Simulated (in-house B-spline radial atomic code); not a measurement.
# RPA and G0W0 on r2SCAN: Se4+

Configuration [Ar] 3d10 4s2, mean-field start r2SCAN. Computed with a B-spline radial code for spherical atoms: all electrons, scalar-relativistic (spin-free one-electron X2C), finite nucleus, each spin shell either full or empty, empty states to l = 9 with an (l + 1/2)⁻⁴ tail; G0W0 by contour deformation at full frequency.

Command:
```bash
python run_gw.py task.json out
```
Settings (radii: box in bohr, nucleus in fm):
```
Z                        34
electrons                30
configuration            [Ar] 3d10 4s2
hamiltonian              x2c
method                   r2scan
lmax                     9
rms_radius               4.14
spin_polarised           False
box_radius               11.96
intervals                68
ion_configuration        [Ar] 3d10 4s1
```

Cost of the run: 6.1 s on 1 thread of Arm Neoverse N1, with other jobs on the host.

Energies (hartree):

| term | value |
| --- | --- |
| mean-field total | -2425.98784 |
| Hartree-Fock functional on these orbitals | -2424.37260 |
| direct second order | -2.6366 |
| second-order exchange | 0.7675 |
| SOSEX correction | 0.69956 |

What is the RPA correlation energy, and what remains with SOSEX?

RPA gives -2.2772 hartree (-2.07 eV per electron); RPA + SOSEX gives -1.5776, and the second-order doubles -1.8691 hartree (no singles). SOSEX takes back 31 % of the RPA value.

Quasi-particle levels (eV):

| level | occupied | mean field | Σx - vxc | Σc | QP weight | G0W0 |
| --- | --- | --- | --- | --- | --- | --- |
| 4s | yes | -61.99 | -3.91 | ? | ? | ? |
| 4p | no | -47.69 | 6.47 | -1.63 | 0.959 | -42.85 |

G0W0 = mean field + (Σx - vxc) + Σc, with Σc (partial-wave tail included) taken at the quasi-particle energy. Only the outer levels were computed. Levels of low weight are left out.

Where does G0W0 put 4s?

At -68.16 eV, with Σc = -2.26 eV and a quasi-particle weight of 0.961. The tabulated removal energy is 68.3 ± 0.1 eV (NIST, semi-empirical); the calculation leaves out spin-orbit coupling, Breit and QED terms, and what these don't explain is the method's own error.

What does it cost to remove one electron (to [Ar] 3d10 4s1) by differences of total energies, each species on its own start (correlation terms add to the Hartree-Fock functional)?

r2SCAN 67.53 eV, Hartree-Fock functional 65.50 eV, + RPA 68.05 eV, + RPA + SOSEX 67.46 eV, + second order 68.48 eV. Tabulated: 68.3 ± 0.1 eV (NIST, semi-empirical); the calculation leaves out spin-orbit coupling, Breit and QED terms, and what these don't explain is the method's own error.
